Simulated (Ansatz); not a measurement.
`[SiH3][SiH](Cl)Br` + H–F → `F[SiH]([SiH3])Cl` + HBr  (ligand exchange at the Si–Br bond)

Computed with Ansatz on PBE0-D4/def2-TZVP structures; ΔE is electronic, products minus reactants. CCSD(T)/CBS adds triple-zeta CCSD(T) − MP2 to the extrapolated MP2 energy (def2 sets, frozen cores). This one scheme is used for every species. DFT in def2-TZVPP. HSE06 is defined as in plane-wave codes. For Br outer-core shells are correlated without core-valence functions, which leaves a few kJ/mol of doubt a bond. Scalar relativity is left out up to krypton.

```tsv
level	ΔE (kJ/mol)	difference from CCSD(T)/CBS
LDA (SPW92)	-37.2	-3.2
BLYP-D4	-43.4	-9.4
B97M-V	-49.1	-15.1
r2SCAN0-D4	-37.6	-3.6
HSE06-D4	-29.3	4.7
PBE	-36.3	-2.3
revPBE	-36.4	-2.4
r2SCAN	-42.4	-8.4
PBE0	-34.6	-0.6
r2SCAN0	-39.1	-5.1
HF/def2-TZVPP	-55.4	-21.4
CCSD(T)/def2-TZVPP	-40.7	-6.7
HF/def2-QZVPP	-57.8	-23.8
MP2/def2-QZVPP	-29.4	4.6
SCS-MP2/def2-QZVPP	-38.0	-4.0
CCSD/CBS(def2)	-36.9	-2.9
CCSD(T)/CBS	-34.0	0
```

What do rigid-rotor, harmonic-oscillator terms from PBE0-D4/def2-TZVP frequencies (298.15 K, 1 bar) make of the CCSD(T)/CBS value? (An estimate is asked.)

The calculation gave: ΔZPE = -4.7 kJ/mol, ΔH = -40.0 kJ/mol, ΔS = 2 J/(mol·K), ΔG = -40.5 kJ/mol.

Largest T1 diagnostic among the species: 0.012.

In def2-TZVPP, CCSD(T) changes the Hartree–Fock value by +14.7 kJ/mol (the triples alone add +2.9 kJ/mol) and MP2 by +22.9 kJ/mol. The D4 term adds +8.7 kJ/mol with B3LYP and +4.7 kJ/mol with PBE0; it sums over pairs of atoms, weighted by their polarisabilities, and B3LYP, whose exchange is more repulsive, gets the larger term.

CCSD(T)/CBS has its own doubt, a few kJ/mol and more with outer-core shells, so smaller differences from it don't rank the levels.

B3LYP here is the variant with VWN-RPA as its local correlation; programs differ in this.
